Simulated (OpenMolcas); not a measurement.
Rh3+ with 6 ligands (fluoride) in octahedral coordination (Oh) at 1.98 Å. A charge of +0.5 e stands 2.4 Å behind each ligand. Ligand basis ANO-RCC-VDZP.

```yaml
Program: OpenMolcas
Method: CASSCF
Basis: ANO-RCC-VTZP [7s6p4d2f1g]
Scalar_Hamiltonian: DKH2, point nucleus
Active_space: 6 electrons in 5 orbitals (4d)
State_averaging: 2S+1 = 5 even, 5 roots; 2S+1 = 3 even, 45 roots; 2S+1 = 1 even, 50 roots
Spin-orbit_coupling: state interaction with AMFI integrals over the reference wave functions
```

Q: What is the spin-free ground state (labels of O, the rotations of Oh)?

A: 1A1, 1-fold in its orbital part; d6 allows 2S+1 = 5, so this is a state of lower spin.

Q: Where is the first state of the same spin?

A: 1T1 at 18200 cm-1 above the ground state.

Q: What are the lowest two levels with spin-orbit coupling?

A: A 1-fold level, then a 2-fold level 10153 cm-1 above it. Their leading multiplicities are 1 (94 %) and 3 (71 %).

Q: What is χT at 300 K, and how does it compare with the textbook value?

A: The lowest level has 2S+1 = 1, for which the spin-only value is χT = S(S+1) / 2 = 0.000 cm3 K/mol (g = 2). The computed 0.045 at 300 K differs by +0.045, through orbital momentum, spin-orbit coupling and any other state in reach.

Q: Which ligand-field parameters describe the states?

A: A least-squares ligand-field fit to the states below 45000 cm-1, each weighted by its degeneracy and with a free common offset, gives 10Dq = 20621 cm-1, B = 816 cm-1 and C = 3390 cm-1 (C/B = 4.15), with an rms deviation of 214 cm-1. The same method and metal basis give the free ion B = 956 cm-1 (fit to its terms below 60000 cm-1, rms deviation 24 cm-1), so the nephelauxetic ratio is β = 816 / 956 = 0.85; it hangs on how both fits weigh the states, and computed free-ion B values tend to be too large, so β mixes covalency with correlation.

Without dynamic correlation the repulsion within the d shell is too large (B by tens of per cent), so at a given field states of lower spin stand too high. This shell can be high or low spin here, a state of another spin lies low, and with metal d orbitals alone active their balance is uncertain, so the ground spin may be wrong, although the usual error favours high spin. The least metal-like active orbital is 81 % on the metal (Löwdin) and no ligand orbital is active, so the numbers are rough. With metal d orbitals alone the field can be off either way by tens of per cent. Ligand-to-metal charge-transfer states are missing. With no ligand orbital active B as a rule stays too high, so bands that hang on it stand too high and its fall with covalency is understated. No measured value stands beside these numbers; the geometry is a model, was not optimised and need not be the one that this ion takes.
